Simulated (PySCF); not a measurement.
C2H7F2NSi, SMILES C([SiH2]N)C(F)F. Atoms are numbered in the order given.

```xyz
13

N      2.8012    -0.3261    -0.0269
Si     1.2154     0.3542    -0.1928
C     -0.1767    -0.8574     0.3156
C     -1.5826    -0.3214     0.1979
F     -1.7317     0.7891     0.9785
F     -1.8393     0.0522    -1.0904
H      3.1458    -1.0160    -0.6865
H      3.2236    -0.4517     0.8873
H      1.1422     1.5526     0.6857
H      1.0269     0.7169    -1.6233
H     -0.0940    -1.7665    -0.3041
H     -0.0060    -1.1697     1.3598
H     -2.3677    -1.0407     0.4948
```

Geometry optimised at B3LYP-D3(BJ)/def2-SVP. This is a generated structure with no PubChem entry under its InChIKey; it may be hypothetical. Other conformers were not sampled.

Calculation: TDDFT-PBE/def2-SVPD run with PySCF.

Vertical excitations. Isolated molecule, no solvent.

Computed UV-visible absorptions:
```json
[
 {"state": "S1", "energy (eV)": "5.64", "λ (nm)": "220", "f": "0.027", "main pairs": "HOMO→LUMO 99 %"},
 {"state": "S2", "energy (eV)": "6.05", "λ (nm)": "205", "f": "0.004", "main pairs": "HOMO→LUMO+1 100 %"},
 {"state": "S3", "energy (eV)": "6.88", "λ (nm)": "180", "f": "0.021", "main pairs": "HOMO→LUMO+2 86 %"},
 {"state": "S4", "energy (eV)": "6.99", "λ (nm)": "177", "f": "0.000", "main pairs": "HOMO→LUMO+4 100 %"},
 {"state": "S5", "energy (eV)": "7.05", "λ (nm)": "176", "f": "0.027", "main pairs": "HOMO→LUMO+3 85 %"},
 {"state": "S6", "energy (eV)": "7.31", "λ (nm)": "170", "f": "0.009", "main pairs": "HOMO→LUMO+5 99 %"},
 {"state": "S7", "energy (eV)": "7.45", "λ (nm)": "167", "f": "0.003", "main pairs": "HOMO−1→LUMO 92 %"},
 {"state": "S8", "energy (eV)": "7.50", "λ (nm)": "165", "f": "0.030", "main pairs": "HOMO→LUMO+6 92 %"},
 {"state": "S9", "energy (eV)": "7.54", "λ (nm)": "164", "f": "0.013", "main pairs": "HOMO−2→LUMO 98 %"},
 {"state": "S10", "energy (eV)": "7.80", "λ (nm)": "159", "f": "0.001", "main pairs": "HOMO→LUMO+7 100 %"},
 {"state": "T1", "energy (eV)": "5.33", "λ (nm)": "232", "f": "0", "main pairs": "HOMO→LUMO 99 %"},
 {"state": "T2", "energy (eV)": "5.95", "λ (nm)": "208", "f": "0", "main pairs": "HOMO→LUMO+1 100 %"},
 {"state": "T3", "energy (eV)": "6.70", "λ (nm)": "185", "f": "0", "main pairs": "HOMO→LUMO+2 84 %, HOMO→LUMO+3 15 %"},
 {"state": "T4", "energy (eV)": "6.78", "λ (nm)": "183", "f": "0", "main pairs": "HOMO→LUMO+3 83 %, HOMO→LUMO+2 15 %"}
]
```
Triplets are in the Tamm–Dancoff approximation, which puts them higher than full response would, so one can lie above its singlet here.
